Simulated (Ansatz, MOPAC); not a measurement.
Molecule: Si2H4Cl, net charge -1, singlet state. SMILES: [SiH2](Cl)[SiH2-]

Atoms: Si1, Si2, Cl3, H4, H5, H6, H7. Bonds: Si1-Si2, Si1-H4, Si1-H5, Si2-Cl3, Si2-H6, Si2-H7.

Bond lengths (Å) and angles (degrees) optimised at PM3 with MOPAC; PM7 with MOPAC; MNDO with MOPAC; PBE/6-31G* with Ansatz (a first-principles code); B3LYP/LANL2DZ with Ansatz; MP2/6-31G* with Ansatz, each started from the B3LYP-D3(BJ)/def2-TZVP structure (Ansatz) of the last column. A row stands for all coordinates that are equal there; 9 of 15 kinds are shown. 6-31G* holds six Cartesian d functions. No wavenumbers were computed at MNDO, PBE/6-31G*, B3LYP/LANL2DZ, MP2/6-31G*, so these may be saddle points.

```tsv
coordinate	PM3	PM7	MNDO	PBE/6-31G*	B3LYP/LANL2DZ	MP2/6-31G*	B3LYP-D3(BJ)/def2-TZVP
Si1-Si2	2.435	2.089	1.986	2.357	2.394	2.345	2.349
Si1-H4	1.522	1.447	1.380	1.565	1.547	1.540	1.541
Si1-H5	1.519	1.448	1.380	1.554	1.538	1.532	1.533
Si2-Cl3	2.151	2.116	2.185	2.188	2.302	2.149	2.167
Si2-H6	1.502	1.463	1.388	1.522	1.501	1.504	1.501
Si2-H7	1.503	1.463	1.388	1.525	1.505	1.506	1.502
Si1-Si2-Cl3	117.3	115.1	118.0	116.6	113.9	115.0	114.5
Si2-Si1-H4	88.8	122.1	123.2	83.4	88.8	87.7	86.3
Si2-Si1-H5	96.9	122.1	123.2	91.4	94.4	93.7	92.3
```

Mean signed difference of all 6 bond lengths from B3LYP-D3(BJ)/def2-TZVP: PM3 0.006 Å, PM7 -0.095 Å, MNDO -0.148 Å, PBE/6-31G* 0.019 Å, B3LYP/LANL2DZ 0.032 Å, MP2/6-31G* -0.003 Å.
